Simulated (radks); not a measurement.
The chlorine ion Cl+, configuration [Ne] 3s2 3p4.

Calculated with a radial shooting solver on a logarithmic mesh with Libxc functionals: non-relativistic Kohn-Sham, SOGGA, spin-polarised, spherical densities, point nucleus; open shells are filled with parallel spins first.

Energy parts (hartree):
| part | energy |
|---|---|
| total | -458.69139 |
| kinetic | 458.15889 |
| electron-nucleus | -1085.44379 |
| Hartree | 195.42010 |
| exchange-correlation | -26.82659 |

Orbitals (lengths in bohr, moments of r in powers of bohr; <r^-3> diverges for s and p1/2; r(max) is where P^2 peaks):
| orbital | occ. | eigenvalue (hartree) | r(max) | <r^-3> | <1/r> | <r^2> |
|---|---|---|---|---|---|---|
| 1s up | 1 | -101.0184 | 0.05998 | - | 16.53 | 0.01126 |
| 1s down | 1 | -101.0048 | 0.05997 | - | 16.53 | 0.01125 |
| 2s up | 1 | -9.67129 | 0.3640 | - | 3.282 | 0.2372 |
| 2s down | 1 | -9.65815 | 0.3641 | - | 3.282 | 0.2369 |
| 2p up | 3 | -7.50140 | 0.3023 | 100.9 | 3.197 | 0.2072 |
| 2p down | 3 | -7.48337 | 0.3025 | 100.8 | 3.197 | 0.2068 |
| 3s up | 1 | -1.20083 | 1.273 | - | 0.9241 | 2.570 |
| 3s down | 1 | -1.11801 | 1.273 | - | 0.9201 | 2.613 |
| 3p up | 3 | -0.74150 | 1.390 | 8.657 | 0.8005 | 3.376 |
| 3p down | 1 | -0.66389 | 1.397 | 8.428 | 0.7887 | 3.531 |

The highest occupied level is 3p down at -18.065 eV. The spin density at the nucleus is -0.1042 e/bohr^3 (1s -0.2405, 2s 0.0591, 3s 0.0772), a Fermi contact field of -5.46 T. Spin moment in Bohr magnetons: 2. Virial ratio -V/T = 2.00116. The electron density at the nucleus is 3217 e/bohr^3. Summed over all electrons, <r^2> = 20.58 bohr^2, which gives a Langevin (diamagnetic) susceptibility term of -16.3 x 10^-6 cm^3/mol.
